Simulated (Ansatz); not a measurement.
Basis sets compared for cyclo-(H2SnS)2 (Sn₂H₄S₂). Charge 0, multiplicity 1. Geometry PBE-D4/def2-SVP. Ansatz on 4 threads of Arm Neoverse V1 on a shared host; times are rough, and most runs start from earlier orbitals.

| atom | x (Å) | y (Å) | z (Å) |
| --- | --- | --- | --- |
| Sn1 | 0.524 | -0.319 | 1.526 |
| H2 | 2.154 | -0.752 | 1.919 |
| H3 | -0.492 | -0.261 | 2.926 |
| S4 | 0.417 | 1.771 | 0.227 |
| Sn5 | -0.524 | 0.319 | -1.526 |
| H6 | -2.155 | 0.751 | -1.915 |
| H7 | 0.488 | 0.263 | -2.929 |
| S8 | -0.413 | -1.772 | -0.229 |

In the def2 sets Sn takes a core potential; there is no spin–orbit coupling.

Binding counts from free atoms (Sn triplet, H doublet, S triplet) in the same basis, without a counterpoise term.

```json
{"level": "PBE-D4/def2-SVP", "functions": "108", "energy (Eh)": "-1226.8512", "HOMO (eV)": "-5.92", "LUMO (eV)": "-2.16", "binding per atom (eV)": "2.61", "wall time": "1.3 s"}
{"level": "PBE0-D4/def2-SVP", "functions": "108", "energy (Eh)": "-1226.9413", "HOMO (eV)": "-7.17", "LUMO (eV)": "-1.39", "binding per atom (eV)": "2.57", "wall time": "2.4 s"}
```

(1) Estimate the rows for PBE-D4/def2-TZVP, PBE0-D4/def2-TZVP.

Answers

(1) 
| level | functions | energy (Eh) | HOMO (eV) | LUMO (eV) | binding per atom (eV) | wall time |
| --- | --- | --- | --- | --- | --- | --- |
| PBE-D4/def2-TZVP | 198 | -1227.1505 | -6.07 | -2.40 | 2.64 | 3.4 s |
| PBE0-D4/def2-TZVP | 198 | -1227.2358 | -7.25 | -1.55 | 2.61 | 7.5 s |
